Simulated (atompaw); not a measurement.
# Varying the PAW (atompaw) potential for Tl

Base potential:

| Item | Value |
| --- | --- |
| Element | Tl |
| Generator | atompaw 4.2.0.5 |
| Type | PAW |
| Functional | PBE |
| Relativity | scalar-relativistic |
| Frozen core | [Xe] 4f14 5d10 |
| Valence charge | 3 |
| Reference configuration | 6s2 6p1 |
| Partial waves | 6s (bound): rc 2.80 bohr; 6s channel at 3.75 Ry: rc 2.80 bohr; 6p (bound): rc 2.80 bohr; 6p channel at 1.35 Ry: rc 2.80 bohr; 6d channel at 0.45 Ry: rc 2.80 bohr; 6d channel at 0.9 Ry: rc 2.80 bohr |
| Local potential | troulliermartins scheme with l = 3 at 1 Ry, radius 2.50 bohr |
| Core correction | smooth core density matched at 2.50 bohr |
| Augmentation charge | sinc compensation charge, radius 2.10 bohr; PAW radius 2.80 bohr; waves and projectors: custom rrkj gramschmidtortho |

All-electron outer shells of the reference configuration (PBE, scalar-relativistic, ld1.x):

| shell | level (eV) | outermost node (bohr) | outermost maximum (bohr) |
| --- | --- | --- | --- |
| 5p | -76.10 | 0.50 | 0.91 |
| 5d | -15.49 | 0.53 | 1.11 |
| 6s | -9.55 | 1.04 | 2.08 |
| 6p | -2.37 | 1.23 | 2.91 |

Cutoffs, loose and tight: the cutoffs (Ry, on a coarse ladder) from which the occupation-weighted sum of valence levels, in a spherical-Bessel basis at the reference potential, stays within 10 and 1 mRy of its value at 400 Ry. They see the waves, projectors and local potential, not the compensation charge or the core. A dash means not determined.

A true bound ghost makes a file unfit for plane-wave use even where its test errors are small: the radial tests pick states by their node count and pass the ghost by.

```csv
change,outcome,"cutoff, loose","cutoff, tight",bound ghosts
base,generated,6 Ry,6 Ry,"s, d"
wave 6d channel at 0.45 Ry: rc 2.80 bohr becomes 6d channel at -0.18 Ry: rc 2.80 bohr,failed: atompaw: The overlap operator has at least one negative eigenvalue!,–,–,–
wave 6d channel at 0.45 Ry: rc 2.80 bohr becomes 6d channel at -0.12 Ry: rc 2.80 bohr,failed: atompaw: The overlap operator has at least one negative eigenvalue!,–,–,–
wave 6d channel at 0.45 Ry: rc 2.80 bohr becomes 6d channel at 0.03 Ry: rc 2.80 bohr,generated,6 Ry,6 Ry,"s, d"
wave 6d channel at 0.45 Ry: rc 2.80 bohr becomes 6d channel at 0.27 Ry: rc 2.80 bohr,generated,6 Ry,6 Ry,"s, d"
wave 6d channel at 0.45 Ry: rc 2.80 bohr becomes 6d channel at 0.64 Ry: rc 2.80 bohr,generated,6 Ry,6 Ry,"s, d"
wave 6d channel at 0.45 Ry: rc 2.80 bohr becomes 6d channel at 1.26 Ry: rc 2.80 bohr,generated,6 Ry,6 Ry,"s, d"
wave 6d channel at 0.45 Ry: rc 2.80 bohr becomes 6d channel at 2.27 Ry: rc 2.80 bohr,generated,6 Ry,6 Ry,"s, d"
wave 6d channel at 0.45 Ry: rc 2.80 bohr becomes 6d channel at 3.72 Ry: rc 2.80 bohr,generated,6 Ry,6 Ry,s
wave 6d channel at 0.45 Ry: rc 2.80 bohr becomes 6d channel at 5.5 Ry: rc 2.80 bohr,generated,6 Ry,6 Ry,s
wave 6d channel at 0.45 Ry: rc 2.80 bohr becomes 6d channel at 10.41 Ry: rc 2.80 bohr,generated,6 Ry,6 Ry,s
```
